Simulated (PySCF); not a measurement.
## SMILES ClC=C=C(N(C)C)Cl, C₅H₇Cl₂N

Molfile (atoms numbered from 1):
```
C5H7Cl2N
     RDKit          3D

 15 14  0  0  0  0  0  0  0  0999 V2000
   -0.9130   -1.1263   -0.1515 C   0  0  0  0  0  0  0  0  0  0  0  0
   -0.7497    0.3088   -0.1979 N   0  0  0  0  0  0  0  0  0  0  0  0
   -1.7744    1.0636    0.4831 C   0  0  0  0  0  0  0  0  0  0  0  0
    0.5469    0.7483   -0.2339 C   0  0  0  0  0  0  0  0  0  0  0  0
    0.7812    2.4813   -0.2666 Cl  0  0  0  0  0  0  0  0  0  0  0  0
    1.6059    0.0003   -0.4537 C   0  0  0  0  0  0  0  0  0  0  0  0
    2.7178   -0.6564   -0.4442 C   0  0  0  0  0  0  0  0  0  0  0  0
    3.5775   -1.0332    1.0439 Cl  0  0  0  0  0  0  0  0  0  0  0  0
   -0.2729   -1.5823   -0.9060 H   0  0  0  0  0  0  0  0  0  0  0  0
   -0.6480   -1.5452    0.8262 H   0  0  0  0  0  0  0  0  0  0  0  0
   -1.9523   -1.3656   -0.3703 H   0  0  0  0  0  0  0  0  0  0  0  0
   -1.7925    0.8480    1.5585 H   0  0  0  0  0  0  0  0  0  0  0  0
   -1.6102    2.1282    0.3406 H   0  0  0  0  0  0  0  0  0  0  0  0
   -2.7423    0.7985    0.0572 H   0  0  0  0  0  0  0  0  0  0  0  0
    3.2216   -1.0603   -1.3073 H   0  0  0  0  0  0  0  0  0  0  0  0
  1  2  1  0
  2  3  1  0
  2  4  1  0
  4  5  1  0
  4  6  2  0
  6  7  2  0
  7  8  1  0
  1  9  1  0
  1 10  1  0
  1 11  1  0
  3 12  1  0
  3 13  1  0
  3 14  1  0
  7 15  1  0
M  END
```

Level of theory: PySCF 2.14.0, TDDFT LC-wPBE/aug-cc-pVDZ circular dichroism and optical rotation, one conformer, gas phase. Geometry: GFN2-xTB.

No stereocentre is labelled: unless the shape is locked (an allene, a helicene, a hindered biaryl), the mirror image is equally populated and a measured rotation or CD is zero.

(1) Draw the ECD and absorption spectra from the lowest 16 states, each a Gaussian of half-width 0.25 eV at 1/e height.

Results:

(1) 
| E (eV) | λ (nm) | Δε (L mol⁻¹ cm⁻¹) | ε (L mol⁻¹ cm⁻¹) |
| --- | --- | --- | --- |
| 3.74 | 331 | -0.08 | 1.5 |
| 3.84 | 322 | -0.34 | 6.31 |
| 3.94 | 314 | -1.03 | 19.3 |
| 4.04 | 307 | -2.29 | 43 |
| 4.14 | 299 | -3.70 | 69.6 |
| 4.24 | 292 | -4.34 | 81.6 |
| 4.34 | 285 | -3.70 | 69.6 |
| 4.44 | 279 | -2.29 | 43.1 |
| 4.54 | 273 | -1.03 | 19.5 |
| 4.64 | 267 | -0.33 | 8.61 |
| 4.74 | 261 | -0.06 | 22.9 |
| 4.84 | 256 | +0.14 | 145 |
| 4.94 | 251 | +0.73 | 707 |
| 5.04 | 246 | +2.60 | 2510 |
| 5.14 | 241 | +6.76 | 6490 |
| 5.24 | 236 | +12.83 | 12200 |
| 5.34 | 232 | +18.10 | 16600 |
| 5.44 | 228 | +19.64 | 16500 |
| 5.54 | 224 | +17.58 | 11900 |
| 5.64 | 220 | +14.16 | 6400 |
| 5.74 | 216 | +10.24 | 2670 |
| 5.84 | 212 | +5.10 | 1110 |
| 5.94 | 209 | -1.68 | 973 |
| 6.04 | 205 | -9.09 | 1670 |
| 6.14 | 202 | -14.19 | 3150 |
| 6.24 | 199 | -13.23 | 6330 |
| 6.34 | 195 | -5.02 | 13000 |
| 6.44 | 192 | +7.11 | 23300 |
| 6.54 | 189 | +17.72 | 33100 |
| 6.64 | 187 | +23.62 | 36700 |
| 6.74 | 184 | +25.62 | 33000 |
| 6.84 | 181 | +25.58 | 25900 |
| 6.94 | 179 | +23.97 | 18900 |
| 7.04 | 176 | +20.94 | 12800 |
| 7.14 | 174 | +15.93 | 8240 |
| 7.24 | 171 | +6.62 | 5770 |
| 7.34 | 169 | -7.38 | 5360 |
| 7.44 | 167 | -21.72 | 5940 |

Δε uses R in velocity form, ε uses f in length form. Only the states computed contribute, so the short-wavelength end is incomplete.
